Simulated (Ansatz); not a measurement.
BrH3Sn (`[Br][SnH3]`), charge 0, multiplicity 1.

**Question.** Give a relaxed structure at PBE0-D4/def2-TZVP (Ansatz 0.2.0). (An estimate is asked.)

**Answer.** The calculation gave: 
```xyz
5

Br   -0.5631    1.9577   -1.0118
Sn    0.0517   -0.1796    0.0928
H    -1.2929   -1.2074   -0.0686
H     0.3859    0.1980    1.7164
H     1.4185   -0.7687   -0.7289
```
Point group C3v.
